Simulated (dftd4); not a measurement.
Cl₄Ti, charge +1, doublet, geometry from GFN2-xTB (such geometries of metal compounds can be far from the true shape) (the multiplicity is a formal guess); D4 for bp86 run with dftd4.

The dftd4 input:
```
$ dftd4 mol.xyz --func bp86 --charge 1 --json dftd4.json --noedisp --property

# file mol.xyz
5

Ti     0.00000000    -0.00000000    -0.00000000
Cl     1.69747891    -0.53617898    -1.16148900
Cl     0.61687574     0.47973787     1.97668792
Cl    -0.95238075     1.68724787    -0.87415377
Cl    -1.36197391    -1.63080675     0.05895485
```

Predict the main parts of the log of this dftd4 run.


```
                    ____  _____ _____     ____  _  _
      -------------|  _ \|  ___|_   _|---|  _ \| || |------------
     |             | | | | |_    | | ___ | | | | || |_           |
     |             | |_| |  _|   | ||___|| |_| |__   _|          |
     |             |____/|_|     |_|     |____/   |_|            |
     |             ===================================           |
     |            E. Caldeweyher, S. Ehlert & S. Grimme          |
     |          Mulliken Center for Theoretical Chemistry        |
     |                    University of Bonn                     |
      -----------------------------------------------------------

Rational (Becke-Johnson) damping: bp86-D4-ATM
---------------------
  s6         1.0000
  s8         3.3550
  s9         1.0000
  a1         0.4365
  a2         4.9241
 alp        16.0000
--------------------

Atomic data, radii in Ångström:
------------------------------------------------------
   Z          R(cov)      r4/r2   hardness         EN
------------------------------------------------------
  22 Ti       1.6267     3.3274     0.2174     1.5400
  17 Cl       1.3200     1.9735     0.4312     3.1600
------------------------------------------------------

Atomic reference systems (in atomic units):
----------------------------------------------------------------------------
   Z        #      CN     q+Z       C6(AA)   #      CN     q+Z       C6(AA)
----------------------------------------------------------------------------
  22 Ti     1  0.0000 22.0000    1412.2785   2  1.6228 22.3226     236.3123
            3  3.4328 22.5351     214.7539   4  4.4385 22.9040      88.5341
  17 Cl     1  0.0000 17.0000      92.6806   2  0.8444 16.8495     101.8771
----------------------------------------------------------------------------

Atomic properties (in atomic units):
----------------------------------------------------------------------------
     #    Z              CN          q      C6(AA)        C8(AA)   alpha(0)
----------------------------------------------------------------------------
     1   22 Ti       3.0408     1.1587    200.0989    23734.4492    31.2315
     2   17 Cl       0.7615    -0.0397     98.3309     4102.7139    15.1566
     3   17 Cl       0.7615    -0.0397     98.3309     4102.7139    15.1566
     4   17 Cl       0.7615    -0.0397     98.3309     4102.7139    15.1566
     5   17 Cl       0.7615    -0.0397     98.3309     4102.7139    15.1566
----------------------------------------------------------------------------

Molecular properties (in atomic units):
----------------------------------------
 molecular C6                2834.5550
 molecular C8              164029.5643
----------------------------------------

Dispersion energy:      -1.2593347211986E-02 Eh

[Info] JSON dump of results written to 'dftd4.json'
```
